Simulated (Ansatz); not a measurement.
CHO2 (SMILES O=C=[OH+]) moved off its minimum; all values from Ansatz (a quantum-chemistry and plane-wave program), cores frozen in correlated methods.
(charge 1, multiplicity 1)
```xyz
4

O      1.3628    -0.0957    -0.2062
C      0.0330     0.0021    -0.0965
O     -1.1172     0.0403     0.2538
H     -1.6893     0.6045    -0.3165
```

Task: Give the forces (eV/Å), the total energy and the dipole at CCSD(T)/aug-cc-pVTZ.

Result: 
```csv
atom,Fx,Fy,Fz
O1,-11.945,0.820,0.722
C2,13.846,-1.060,-0.692
O3,-1.301,0.139,-0.045
H4,-0.600,0.101,0.015
```
Energy -188.4934 hartree.

Doubts at one or more of the structures used: a restricted determinant that unrestricted orbitals would lower (CCSD(T)/aug-cc-pVTZ).
